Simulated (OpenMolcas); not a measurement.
Au6+ among 6 point charges of -1.7 e arranged as a trigonal prism (D3h), 1.95 Å from the ion, with a polar angle of 44.7° against the regular 49.1°.

* Program: OpenMolcas
* Method: SS-CASPT2, IPEA 0.25 Eh, imaginary shift 0.1 Eh (closed shells correlated: 4f 5s 5p)
* Basis: ANO-RCC-VDZP [7s6p4d2f]
* Scalar Hamiltonian: DKH2, point nucleus
* Active space: 5 electrons in 5 orbitals (5d)
* State averaging: 2S+1 = 6 even, 1 root; 2S+1 = 4 even, 24 roots; 2S+1 = 2 even, 75 roots
* Spin-orbit coupling: state interaction with AMFI integrals over the reference wave functions

What is the spin-free ground state (labels of D3, the rotations of D3h)?

6A1, 1-fold in its orbital part, 100 % from free-ion S terms; it has the highest spin that d5 allows.

What are the lowest two levels with spin-orbit coupling?

A 2-fold level E1/2 with g = 0.00, 0.00, 9.15, then a 2-fold level E3/2 1220 cm-1 above it. Their leading multiplicities are 6 (67 %) and 6 (77 %).

What is χT at 300 K?

2.98 cm3 K/mol.

Roots that are degenerate in the reference are averaged as groups; the widest CASPT2 spread within a group is 26 cm-1 (the 2-fold group of multiplicity 2 near 52100 cm-1 above the lowest state of its run). Shifts and gaps below about the spread of the groups concerned are not significant. Spin-orbit coupling mixes the spin-free states strongly: the lowest level takes only 67 % from its leading state, 6A1. Point charges give a weaker field than real ligands, and real ions of this kind are as a rule low spin; the high spin found here belongs to the model. Free-ion shares, where given, are those of the reference states; single-state CASPT2 does not remix them. Point charges carry no covalency, so the field is a model and not that of real ligands. No measured value stands beside these numbers.
